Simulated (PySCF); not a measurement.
# Radial density of Be (beryllium, neutral)

M06-2X, [He] 2p2, high-spin 3P determinant (an excited configuration). Computed with PySCF 2.14 in def2-QZVPPD, with no relativity, point nucleus.

| r (bohr) | 4πr²ρ (e/bohr) | 4πr²(ρα − ρβ) |
| --- | --- | --- |
| 0.00744 | 0.02287 | 0.0000 |
| 0.0125 | 0.06213 | 0.0000 |
| 0.0211 | 0.1639 | 0.0000 |
| 0.0354 | 0.4130 | 0.0001 |
| 0.0596 | 0.9616 | 0.0001 |
| 0.100 | 1.967 | 0.0003 |
| 0.169 | 3.258 | 0.0020 |
| 0.283 | 3.849 | 0.0129 |
| 0.477 | 2.688 | 0.0551 |
| 0.802 | 0.9451 | 0.1856 |
| 1.35 | 0.5175 | 0.4651 |
| 2.27 | 0.6349 | 0.6346 |
| 3.82 | 0.3375 | 0.3375 |
| 6.42 | 0.04688 | 0.0469 |
| 10.8 | 0.0003595 | 0.0004 |
